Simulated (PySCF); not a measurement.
C4H4N, multiplicity 2. Atoms are numbered in the order given.

```xyz
9

C      0.0000    -0.6829     0.9857
C      0.0000    -1.0652    -0.4279
N      0.0000     0.0000    -1.2463
C      0.0000     1.0652    -0.4279
C      0.0000     0.6829     0.9857
H      0.0000    -1.3600     1.8387
H      0.0000    -2.0847    -0.8235
H      0.0000     2.0847    -0.8235
H      0.0000     1.3600     1.8387
```
Charge 0, spin multiplicity 2.

Coordinates come from a B3LYP-D3(BJ)/def2-SVP optimisation. The isomer is the one that the SMILES or the coordinates give; other isomers of the formula were not compared.

Method: PySCF 2.14.0 with TDA-CAM-B3LYP/def2-SVPD.

Vertical excitations. The molecule is in vacuum.

Computed lowest excited states:
| state | energy (eV) | λ (nm) | f | main pairs |
|---|---|---|---|---|
| root 1 | 1.68 | 739 | 0.001 | β HOMO→LUMO 97 % |
| root 2 | 2.32 | 535 | 0.000 | β HOMO−1→LUMO 99 % |
| root 3 | 4.94 | 251 | 0.006 | α HOMO→LUMO+1 19 %, α HOMO−1→LUMO+2 15 %, β HOMO−2→LUMO 61 % |
| root 4 | 5.14 | 241 | 0.001 | β HOMO−3→LUMO 96 % |
| root 5 | 5.72 | 217 | 0.000 | β HOMO−4→LUMO 97 % |
| root 6 | 5.95 | 209 | 0.001 | α HOMO−1→LUMO+1 63 %, β HOMO→LUMO+4 24 % |
| root 7 | 5.96 | 208 | 0.003 | α HOMO−1→LUMO+2 42 %, α HOMO→LUMO+1 34 %, β HOMO→LUMO+5 16 % |
| root 8 | 5.97 | 208 | 0.003 | α HOMO−2→LUMO+1 69 %, β HOMO−5→LUMO 18 %, β HOMO−1→LUMO+4 10 % |
| root 9 | 6.07 | 204 | 0.000 | α HOMO−2→LUMO+1 16 %, β HOMO−5→LUMO 79 % |
| root 10 | 6.56 | 189 | 0.049 | α HOMO→LUMO+2 83 %, β HOMO→LUMO+4 14 % |
Unrestricted roots are not spin-pure.
